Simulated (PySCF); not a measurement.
C2H6FNOSi, SMILES N[Si]1(F)COC1.

Coordinates come from a ωB97X-D3(BJ)/def2-SVP optimisation. The structure was generated by enumeration, and PubChem lists no compound with its InChIKey, so it may never have been made. Other conformers were not sampled.

These are TDDFT-PBE/def2-SVPD (PySCF) values and carry that method's errors.

Vertical excitations. The molecule is in vacuum.

```
state  energy (eV)  λ (nm)      f                          main pairs
-----  -----------  ------  -----  ----------------------------------
S1            5.24     236  0.021                      HOMO→LUMO 99 %
S2            6.13     202  0.004                    HOMO→LUMO+1 97 %
S3            6.19     200  0.001                    HOMO→LUMO+2 98 %
S4            6.22     199  0.045                    HOMO−1→LUMO 98 %
S5            6.49     191  0.027  HOMO→LUMO+3 62 %, HOMO−2→LUMO 36 %
S6            6.54     190  0.021  HOMO−2→LUMO 59 %, HOMO→LUMO+3 35 %
S7            6.62     187  0.003                    HOMO−3→LUMO 99 %
S8            6.96     178  0.011                  HOMO−1→LUMO+1 95 %
S9            7.06     176  0.003                  HOMO−1→LUMO+2 97 %
S10           7.08     175  0.007                    HOMO→LUMO+5 98 %
T1            5.11     243      0                      HOMO→LUMO 99 %
T2            5.84     212      0                    HOMO→LUMO+1 93 %
T3            5.88     211      0                    HOMO−1→LUMO 93 %
T4            6.07     204      0                    HOMO→LUMO+2 98 %
```
Triplets are in the Tamm–Dancoff approximation, which puts them higher than full response would, so one can lie above its singlet here.
